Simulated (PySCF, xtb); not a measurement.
C3H3BO2, SMILES C#CB(O)C=O.

Geometry optimised at PBE0-D3(BJ)/def2-SVP. The structure was generated by enumeration, and PubChem lists no compound with its InChIKey, so it may never have been made. The values are those of a single conformer.

Level of theory: C-PCM-B3LYP/def2-SVP run with PySCF 2.14.0.

The values are the electrostatic part of the solvation free energy, E(continuum) − E(gas) at the gas-phase geometry, in a cavity of scaled van der Waals radii (PySCF's table); cavitation and dispersion terms are not included. In vacuum the orbital gap is 4.13 eV. The dipole moment in vacuum is 3.55 D.

Problem. Estimate the values in water (ε = 78.36), 1-octanol (ε = 9.86), benzene (ε = 2.27). (Estimate from the structure and the level; the computed values follow.)

Solution. 
```csv
solvent,ε,ΔG(elec) (kcal/mol),dipole (D),gap (eV)
water,78.36,-8.1,4.33,4.35
1-octanol,9.86,-7.3,4.25,4.33
benzene,2.27,-4.3,3.96,4.25
```

For comparison, GFN2-xTB/ALPB(water) (xtb, at the GFN2-xTB geometry, all terms of that model) gives -7.1 kcal/mol.
